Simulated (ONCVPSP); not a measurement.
**How hard is this niobium ONCV potential?**

```
Element                 : Nb
Generator               : ONCVPSP 4.0.1
Type                    : optimised norm-conserving Vanderbilt (ONCV)
Functional              : PBE
Relativity              : fully relativistic
Frozen core             : [Ar] 3d10
Valence charge          : 13
Reference configuration : 4s2 4p6 4d4 5s1
Partial waves           : 4s+5s: rc 2.10 bohr, ncon 4, nbas 9, qcut 5.2 1/bohr, 2 projectors; 4p: rc 1.60 bohr, ncon 5, nbas 10, qcut 8.7 1/bohr, 2 projectors, debl 3.3 Ha; 4d: rc 1.65 bohr, ncon 4, nbas 7, qcut 6.4 1/bohr, 3 projectors, debl 1.7 Ha
Local potential         : polynomial inside 1.30 bohr (lpopt 5, dvloc0 4 Ha)
Core correction         : Teter function, fcfact 2, rcfact 1.35
```

Open shells are filled in proportion to 2j + 1.

Task: For each optimised wave give the share of its norm inside rc, the residual kinetic energy above qcut (Ha) and the cutoffs (Ha) for errors of 10, 1, 0.1 and 0.01 mHa per electron.

Result:

```csv
wave,norm inside rc,residual KE,10 mHa,1 mHa,0.1 mHa,0.01 mHa
4s,0.976,9.1e-06,3.9,6.1,10.9,14.3
5s,0.083,1.9e-05,3.2,6.4,11.4,18.2
4p j=3/2,0.757,4.5e-06,18.5,26.3,31.6,35.9
p projector 2 j=3/2,0.081,6.3e-06,16.1,26.2,32.2,37.1
4p j=1/2,0.778,4.9e-06,18.2,26.3,31.7,36.0
p projector 2 j=1/2,0.083,7.4e-06,15.1,26.2,32.3,37.6
4d j=5/2,0.364,1.3e-04,12.4,16.8,20.9,54.5
d projector 2 j=5/2,0.098,2.7e-04,13.2,18.0,22.5,39.9
d projector 3 j=5/2,0.072,1.0e-03,15.4,20.4,24.9,30.4
4d j=3/2,0.374,1.4e-04,12.6,16.9,21.5,55.5
d projector 2 j=3/2,0.098,2.9e-04,13.3,18.0,22.7,40.2
d projector 3 j=3/2,0.072,1.1e-03,15.6,20.5,24.9,30.7
```

The occupied waves need 26 Ha and 32 Ha for 1 and 0.1 mHa. 1 of 4 tests not solved or not reliable.
